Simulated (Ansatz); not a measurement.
Reaction (formal hydrolysis of a Ge–O bond): `[GeH3][O]C[TeH]` + H₂O → `[OH][GeH3]` + `OC[TeH]`

Computed with Ansatz on PBE0-D4/def2-TZVP structures; ΔE is electronic, products minus reactants. CCSD(T)/CBS is the MP2 limit (def2-TZVPP, def2-QZVPP) plus CCSD(T) − MP2 in def2-TZVPP, frozen cores. This one scheme is used for every species. Functionals use def2-TZVPP. B3LYP here is the variant with VWN-RPA as its local correlation; programs differ in this. def2 core potentials past Kr. For Ge, Te outer-core shells are correlated without core-valence functions, which leaves a few kJ/mol of doubt a bond. Scalar relativity is left out up to krypton. One conformer a species, not always the lowest.

`[GeH3][O]C[TeH]`:

Z-matrix (Å, degrees):
```
Ge
O 1 1.791
H 1 1.540 2 108.4
H 1 1.529 2 104.5 3 -120.2
H 1 1.540 2 108.5 3 119.6
C 2 1.390 1 117.9 3 -59.5
Te 6 2.154 2 111.5 1 179.0
H 6 1.095 2 113.0 1 59.6
H 6 1.097 2 112.9 1 -64.2
H 7 1.658 6 93.1 2 -77.0
```

H₂O:

```xyz
3

O    -0.253   -0.264   -0.133
H    -0.235    0.675   -0.326
H     0.488   -0.411    0.459
```

`[OH][GeH3]`:

```xyz
6

O     0.040    0.932   -1.006
Ge   -0.043   -0.403    0.173
H     0.205    1.781   -0.591
H    -0.310   -1.645   -0.681
H    -1.187   -0.150    1.174
H     1.294   -0.516    0.932
```

`OC[TeH]`:

Cartesian coordinates in Å:
```
O -1.058 -0.351 0.976
C -0.102 -0.580 -0.004
Te 1.649 0.713 0.088
H -1.356 0.561 0.918
H -0.482 -0.478 -1.024
H 0.277 -1.590 0.138
H 1.071 1.726 -1.091
```

```json
{"level": "r2SCAN-D4", "ΔE (kcal/mol)": "-1.4"}
{"level": "B3LYP-D4", "ΔE (kcal/mol)": "-0.4"}
{"level": "PBE", "ΔE (kcal/mol)": "-2.3"}
{"level": "MP2/def2-TZVPP", "ΔE (kcal/mol)": "0.7"}
{"level": "CCSD/def2-TZVPP", "ΔE (kcal/mol)": "0.0"}
{"level": "SCS-MP2/def2-QZVPP", "ΔE (kcal/mol)": "0.4"}
{"level": "HF/CBS(def2)", "ΔE (kcal/mol)": "-1.4"}
{"level": "MP2/CBS(def2)", "ΔE (kcal/mol)": "1.2"}
```

(1) What does CCSD(T)/CBS give? (Best estimate.)

Largest T1 diagnostic among the species: 0.012.

## Answers

(1) Computed: +0.7 kcal/mol. The listed levels differ from it by -2.1, -1.1, -3.0, 0.0, -0.7, -0.3, -2.1, 0.5 kcal/mol.

The D4 term adds +1.7 kcal/mol with B3LYP and +1.0 kcal/mol with PBE0; it sums over pairs of atoms, weighted by their polarisabilities, and B3LYP, whose exchange is more repulsive, gets the larger term. In def2-TZVPP, CCSD(T) changes the Hartree–Fock value by +1.9 kcal/mol (the triples alone add +0.2 kcal/mol) and MP2 by +2.4 kcal/mol.
